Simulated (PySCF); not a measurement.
## A small calculation by hand: oscillator strength and radiative lifetime

CH7F2NSi2, SMILES NC([SiH2]F)[SiH2]F.

Geometry optimised at r2SCAN-D4/def2-SVP. This is a generated structure with no PubChem entry under its InChIKey; it may be hypothetical. One conformer was computed; it need not be the lowest.

TDDFT-PBE/def2-SVPD (PySCF 2.14.0) puts the first singlet state with f over 0.02 at 6.22 eV (vertical), with the transition dipole (-0.400, -0.489, -0.003) in atomic units.

Problem. Find the oscillator strength, the wavelength and the radiative lifetime that this transition would have in vacuum if emission retraced absorption.

Solution. 
|μ|² = 0.3991 au, so |μ| = 1.61 D. ΔE = 6.22/27.211 = 0.2286 hartree. f = (2/3) ΔE |μ|² = 0.061 (the program prints 0.061).
λ = 1239.84/6.22 = 199 nm; ν = 50168 cm⁻¹.
Einstein's coefficient A = 0.6670 ν² f s⁻¹ (ν in cm⁻¹) = 1.0e8 s⁻¹, so τ = 1/A = 9.8 ns. This state is S5; the lower singlets have f = 0.016, 0.013, 0.001, 0.008. The figure is the radiative limit of this one transition; relaxation, internal conversion, crossing to triplets and a medium change what is measured.
